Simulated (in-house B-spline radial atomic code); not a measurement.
**Neutral germanium: [Ne] 3s2 3p(2 up, 3 down) 3d10 4s2 4p(1 up, 1 down) 5p(0 up, 1 down) (an excited or competing configuration)**

All numbers are computed (non-relativistic B97-1, spin-polarised, spherical fractional occupations; point nucleus) with a radial B-spline atomic code at the basis-set limit, not measured.

Z_r = [3n² - l(l+1)]/(2<r>); Z_e = n√(-2ε); the last column is Slater's effective charge. Values are occupation-weighted means over spin.

| shell | electrons | ε (eV) | <r> (bohr) | Z_r | Z_e | Slater |
| --- | --- | --- | --- | --- | --- | --- |
| 1s | 2 | -10874 | 0.04785 | 31.35 | 28.27 | 31.70 |
| 2s | 2 | -1375.3 | 0.2136 | 28.08 | 20.11 | 27.85 |
| 2p | 6 | -1225.9 | 0.1852 | 27.00 | 18.98 | 27.85 |
| 3s | 2 | -187.17 | 0.6293 | 21.45 | 11.13 | 21.10 |
| 3p | 5 | -136.81 | 0.6437 | 19.42 | 9.51 | 21.10 |
| 3d | 10 | -50.215 | 0.6952 | 15.10 | 5.76 | 11.85 |
| 4s | 2 | -20.059 | 1.954 | 12.28 | 4.86 | 6.50 |
| 4p | 2 | -9.4837 | 2.397 | 9.59 | 3.34 | 6.50 |
| 5p | 1 | -1.1543 | 8.884 | 4.11 | 1.46 | 1.60 |

The least bound orbital is 5p down at -1.154 eV, and it is also the most diffuse (<r> = 8.884 bohr). The part-filled 3p shell lies below the filled 4s shell in orbital energy.

Caution: exact exchange at fractional occupations of open shells leaves self-interaction of up to several eV.
